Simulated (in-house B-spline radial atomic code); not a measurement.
Radial electron density of N²⁺, [He] 2s2 2p1. Level of theory: scalar-relativistic (X2C) LDA PW92, spin-polarised, spherical fractional occupations, Fermi nucleus of rms radius 2.5582 fm; calculated with a radial B-spline atomic code at the basis-set limit.

Columns: r (bohr), 4πr²n(r) (electrons per bohr), bar.

```
 0.00845   0.1693 #
 0.00987   0.2258 #
  0.0115   0.2989 ##
  0.0135   0.3996 ##
  0.0157    0.523 ###
  0.0183   0.6839 ####
  0.0214    0.894 #####
   0.025    1.158 #######
  0.0292    1.488 #########
  0.0341    1.893 ###########
  0.0398     2.38 ##############
  0.0465    2.956 ##################
  0.0542    3.606 ######################
  0.0633    4.332 ##########################
   0.074    5.103 ###############################
  0.0863    5.853 ###################################
   0.101    6.546 #######################################
   0.118    7.076 ##########################################
   0.137    7.357 ############################################
    0.16    7.341 ############################################
   0.187    6.966 ##########################################
   0.219     6.23 #####################################
   0.255    5.262 ###############################
   0.298    4.156 #########################
   0.348    3.129 ###################
   0.407    2.348 ##############
   0.475    1.946 ############
   0.554    1.914 ###########
   0.647    2.148 #############
   0.756    2.463 ###############
   0.882    2.658 ################
    1.03    2.598 ################
     1.2    2.264 ##############
     1.4    1.729 ##########
    1.64    1.129 #######
    1.91   0.6374 ####
    2.23   0.2971 ##
    2.61   0.1106 #
    3.05  0.03267 
    3.56 0.007449 
    4.15 0.001275
```

On this grid the curve has 2 maxima, near 0.137, 0.882 bohr.

The 2s up radial function P(r) = rR(r), positive near the nucleus:

```
r (bohr)         P
 0.00286   0.02645
 0.00389   0.03559
 0.00531   0.04793
 0.00724   0.06427
 0.00987   0.08577
  0.0135     0.114
  0.0183    0.1491
   0.025    0.1938
  0.0341    0.2471
  0.0465    0.3072
  0.0633    0.3682
  0.0863    0.4195
   0.118    0.4417
    0.16    0.4085
   0.219    0.2872
   0.298   0.06167
   0.407   -0.2638
   0.554    -0.619
   0.756   -0.8931
    1.03   -0.9576
     1.4   -0.7792
    1.91   -0.4598
    2.61   -0.1806
    3.56  -0.04231
```
